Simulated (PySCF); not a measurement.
C₆H₆ClP.
SMILES with atom numbers: `[PH2:1][c:2]1[cH:3][cH:4][c:5]([Cl:6])[cH:7][cH:8]1` (hydrogens: H9, H10 on P1; H11 on C3; H12 on C4; H13 on C7; H14 on C8)

Method used: core-valence-separated Tamm–Dancoff BHandHLYP/aug-pcX-1 (pcseg-1 on H, def2-SVPD on Cl, def2-SVPD on P) in PySCF, non-relativistic, gas phase, PBE0-D3(BJ)/def2-SVP geometry.

Computed carbon K-edge spectrum, Gaussian lines of 0.5 eV full width, highest printed point 100; it ends one width below the last computed root. No empirical shift is added; at this level the pattern usually sits a few eV under experiment.

```
photon energy (eV)  absorption
             282.4           0
             282.5           1
             282.6           5
             282.7          14
             282.8          31
             282.9          57
             283.0          84
             283.1         100
             283.2          97
             283.3          76
             283.4          49
             283.5          26
             283.6          11
             283.7           4
             283.8           2
             283.9           3
             284.0           6
             284.1          11
             284.2          18
             284.3          22
             284.4          23
             284.5          18
             284.6          12
             284.7           6
             284.8           3
             284.9           1
             285.0           0
             285.1           1
             285.2           1
             285.3           4
             285.4           8
             285.5          14
             285.6          21
             285.7          27
             285.8          32
             285.9          35
             286.0          37
             286.1          37
             286.2          32
             286.3          23
             286.4          14
             286.5           7
             286.6           3
             286.7           1
             286.8           0
             286.9           1
             287.0           1
             287.1           2
```

Question: Assign the maxima to core holes.

Answer: 3 maxima:
- 283.1 eV: C4/C7 (aromatic CH carbon), 283.11 eV, f = 0.158, sum of 2, 54 % of the height at the exact maximum; C2 (substituted aromatic carbon), 283.23 eV, f = 0.083, 1s→π*, 26 % of the height at the exact maximum; C3/C8 (aromatic CH carbon), 283.08 eV, f = 0.059, sum of 2, 20 % of the height at the exact maximum
- 284.4 eV: C5 (aromatic C–Cl carbon), 284.36 eV, f = 0.066, 1s→π*, 100 % of the height at the exact maximum
- 286.0 eV: C4/C7 (aromatic CH carbon), 286.17 eV, f = 0.045, sum of 2, 34 % of the height at the exact maximum; C3/C8 (aromatic CH carbon), 286.10 eV, f = 0.032, sum of 2, 28 % of the height at the exact maximum; C2 (substituted aromatic carbon), 285.97 eV, f = 0.025, 22 % of the height at the exact maximum; C5 (aromatic C–Cl carbon), 285.70 eV, f = 0.058, 15 % of the height at the exact maximum

Roots within 0.03 eV on the same or equivalent atoms count as one line; shares under 12 % aren't listed.

Vibrational structure and lifetime widths aren't in the curve. The ionisation threshold wasn't computed; near and above it a finite basis only mimics Rydberg series and continuum.

Conformer computed: `[PH2:1][c:2]1[cH:3][cH:4][c:5]([Cl:6])[cH:7][cH:8]1`: H–P1–C2–C3 43°, H–P1–C2–C3 137°.

One conformer stands for the species.
